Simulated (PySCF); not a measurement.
C7H11P.
Bonds: C1–C2 (double), C2–P3, P3–C4, C4–C5, C5–C6 (double), C6–C7, C6–C8, P3–C8. Hydrogens: H9, H10 on C1; H11 on C2; H12, H13 on C4; H14 on C5; H15, H16, H17 on C7; H18, H19 on C8.

NICS is the negative of the GIAO shielding at a point without a nucleus: at the ring centre (0) and 1 Å above and below it (1); zz is the component along the ring normal. Level: GIAO PBE0/pcSseg-1 (PySCF, non-relativistic, gas phase) on the GFN2-xTB geometry, one conformer.

Ring bond lengths (Å), with Mayer bond orders in brackets: P3–C4 1.873 (0.97), C4–C5 1.497 (1.01), C5–C6 1.324 (1.86), C6–C8 1.504 (1.01), C8–P3 1.871 (0.97).

**Question.** What do the NICS probes read (ppm)?

**Answer.** 
| ring | type | NICS(0) | NICS(1), two faces | NICS(1)zz, two faces | rms pucker (Å) | centre to ring atoms, mean (Å) |
| --- | --- | --- | --- | --- | --- | --- |
| P3–C4–C5–C6–C8 | 5-membered ring with P; formal bonds 1 double, 4 single | -2.7 | -3.0 / -3.1 | -3.3 / -4.0 | 0.10 | 1.36 |

**Question.** What can be read from them?

**Answer.** 
- P3–C4–C5–C6–C8: mean NICS(1)zz -3.7 ppm, shielded. C4, C8 have four or more neighbours; no verdict on aromaticity is drawn.

**Question.** What is the mean of the two in-plane components of NICS at the first NICS(1) probe listed for ring P3–C4–C5–C6–C8, 1 Å off the ring?

**Answer.** The isotropic value is a third of the trace: (3 × -3.0 − (-3.3))/2 = -2.9 ppm.

**Question.** List the ring angles and the Hirshfeld charges of the ring atoms.

**Answer.** 
- P3–C4–C5–C6–C8: P3 90.3° (+0.144 e), C4 106.2° (-0.119 e), C5 117.1° (-0.063 e), C6 115.5° (+0.005 e), C8 106.8° (-0.119 e); sum 535.8° against 540° for a flat convex ring.

**Question.** How shielded are the nuclei of the rings and their hydrogens (means over atoms taken as equivalent)?

**Answer.** 
| atoms | environment | σ isotropic (ppm) |
| --- | --- | --- |
| P3 | phosphine phosphorus | 345.0 |
| C4 | sp3 carbon bound to phosphorus | 147.1 |
| C5 | alkene CH carbon | 55.3 |
| C6 | fully substituted alkene carbon | 39.3 |
| C8 | sp3 carbon bound to phosphorus | 143.6 |
| H12 (×2) | methylene hydrogen | 29.20 |
| H14 | vinylic hydrogen | 25.95 |
| H18 (×2) | methylene hydrogen | 29.40 |
